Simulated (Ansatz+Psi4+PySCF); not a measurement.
Values are calculated unless marked as measured or tabulated.
Input for Psi4 1.11:

```
molecule {
0 7
Mn 0.000000 0.000000 0.000000
H 0.000000 0.000000 1.731000
}

set basis cc-pVTZ
set reference rohf
set scf_type pk
energy('scf')
```

The input is written out from the run's settings.

Results

```json
{"Converged": "yes", "Total energy": "-1150.42205 hartree", "Spin squared of the determinant": "12.000", "Occupied orbitals by symmetry in an Abelian subgroup (alpha; beta)": "9 A1 1 A2 3 B1 3 B2; 6 A1 2 B1 2 B2"}
```
